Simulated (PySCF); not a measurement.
A calculated (HSE06, PySCF 2.14, x2c-QZVPPall with one added diffuse shell each of s, p, d, f type, scalar relativity by spin-free X2C-1e) atom or ion has these occupied shells.

```tsv
shell	electrons	orbital energy (eV)	rms radius, mean of both spins (bohr)
1s α	1	-27823.6	0.0340
1s β	1	-27823.5	0.0340
2s α	1	-4211.3	0.139
2s β	1	-4210.9	0.139
2p α	3	-3782.5	0.124
2p β	3	-3782.2	0.124
3s α	1	-830.22	0.372
3s β	1	-829.96	0.372
3p α	3	-688.58	0.373
3p β	3	-688.33	0.373
3d α	5	-468.08	0.353
3d β	5	-467.70	0.353
4s α	1	-151.45	0.899
4s β	1	-149.87	0.899
4p α	3	-108.35	0.978
4p β	3	-106.69	0.978
4d α	5	-45.255	1.23
4d β	4	-43.959	1.23
5s α	1	-27.913	2.39
5p α	1	-19.951	2.82
```

Question: Name the element and its charge.

Answer: In²⁺ (indium, charge +2), in [Kr] 4d9 5s1 5p1, one real determinant (an excited configuration).
